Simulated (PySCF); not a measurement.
Molecule: `C1(OC)=CC(=O)CC1`, C₆H₈O₂.

Geometry (Å), atoms numbered from 1 in this order:
```xyz
16

C     2.5792    0.2938   -0.5124
O     1.3846   -0.1689   -1.1105
C     0.2640   -0.0739   -0.3907
C     0.0633    0.4045    0.8505
C    -1.3384    0.3010    1.2153
O    -1.8577    0.6381    2.2542
C    -2.0716   -0.3240    0.0297
C    -1.0011   -0.5696   -1.0320
H     3.3663    0.1323   -1.2463
H     2.5096    1.3582   -0.2727
H     2.8027   -0.2672    0.3990
H     0.7954    0.8152    1.5204
H    -2.5606   -1.2416    0.3551
H    -2.8514    0.3577   -0.3083
H    -0.9005   -1.6241   -1.2928
H    -1.1913   -0.0227   -1.9566
```

Frames of a GFN2-xTB Langevin trajectory at 400 K; GIAO PBE0/pcSseg-1 shieldings in PySCF 2.14, gas phase, non-relativistic; equivalent atoms averaged within each frame.

Scale: ¹³C (σref 186.93), ¹H (σref 31.72) vs TMS; ¹⁷O (σref 336.08) against H2O (reference shieldings calculated alike). The references are static minima.

Q: How do the shifts (ppm) fluctuate along the trajectory?

A: 
```tsv
time (fs)	C5	C3	C4	C1	C7	C8	O6	O2	H12	H9/H10/H11
optimised geometry	204.6	198.0	109.2	59.0	36.6	31.7	591.6	145.9	5.18	3.96
250	206.5	194.4	102.2	60.6	37.5	35.6	577.8	142.7	5.10	3.84
425	200.1	200.0	114.6	66.2	34.4	35.2	595.1	147.6	5.57	5.39
625	211.8	205.1	106.6	56.4	38.7	36.9	620.2	154.6	4.77	4.58
800	207.0	200.3	105.5	68.2	35.0	35.2	616.0	158.2	5.20	4.84
1000	213.9	197.2	113.4	75.8	34.2	29.1	612.2	173.3	6.64	5.21
mean of frames	207.9	199.4	108.5	65.4	36.0	34.4	604.3	155.3	5.46	4.77
standard deviation	5.3	4.0	5.3	7.4	2.0	3.1	17.6	11.7	0.72	0.61
```

5 frames give an uncertainty of the mean of about the standard deviation over 2.2 at best, since frames this close in time may not be independent; classical motion lacks zero-point vibration, and the reference would need the same averaging.
